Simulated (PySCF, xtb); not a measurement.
BrCl, SMILES ClBr (connectivity only; charge and spin as stated), charge -1, multiplicity 2.

Harmonic wavenumbers (cm⁻¹) from xtb 6.7.1 with GFN2-xTB at its own minimum, in rising order: 172.

**Question.** What does PBE0-D3(BJ)/def2-TZVPD (PySCF) give at its own minimum? (Estimate from the structure and the level; the computed values follow.)

**Answer.** 187. Paired by order, the mean absolute difference is 15 cm⁻¹ and the zero-point energies are 0.2 and 0.3 kcal/mol.
